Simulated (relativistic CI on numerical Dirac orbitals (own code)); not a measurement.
**Cl6+: sensitivity of the levels to the model**

Base calculation: Dirac-Coulomb-Breit CI, KLI orbitals optimised for each configuration, a model potential for QED, unscaled Slater integrals.

CI space (outside the closed core [Ne]): 3s, 3p, 3d, 4s, 4p, 4d, 4f, 5s, 5p, 5d, 5f, 5g, 6s, 6p, 6d. Levels of other configurations are missing.

Variants: (1) P86 correlation estimate; (2) Breit term removed. Shifts of the energy above 3s ²S1/2, in cm⁻¹, for the lowest level and the first level of each name with at least 55 % of one term (blank where a level changes its place among those of its configuration and J or its character, or is not in the variant):

```tsv
Level	Base	Δ(1)	Δ(2)	Measured
3s ²S1/2	0	0	0	0
3p ²P°1/2	122867	+418	-57	123001
3p ²P°3/2	124726	+418	+29	124891
3d ²D3/2	289893	+433	+116	290166
3d ²D5/2	289943	+433	+147	290239
4s ²S1/2	461284	-2	+92	464003
4p ²P°1/2	506542	+185	+65	509197
4p ²P°3/2	507220	+185	+99	509885
4d ²D3/2	566463	-212	+128	569142
4d ²D5/2	566486	-212	+144	569182
4f ²F°5/2	580192	-811	+140	
4f ²F°7/2	580209	-811	+140	
5s ²S1/2	644051	+276	+117	647677
5p ²P°1/2	665536	+364	+103
```

At this charge configurations can still be misplaced by up to about 7 % of their energy. 14 of the 14 excited levels that our extract of the measured tables holds in this range could be paired (the sources list more); they are missed by 2378 cm⁻¹ on average and 4124 at most, and levels without a partner can miss by more.

Measured levels: Moore, Atomic Energy Levels, vol. I, NSRDS-NBS 35 (1971 reprint of NBS Circular 467, 1949).

Ionisation energy from the two ground configurations alone: base 113.65 eV; P86 correlation estimate 114.012 eV. The NIST ASD value (measured) is 114.201 eV.
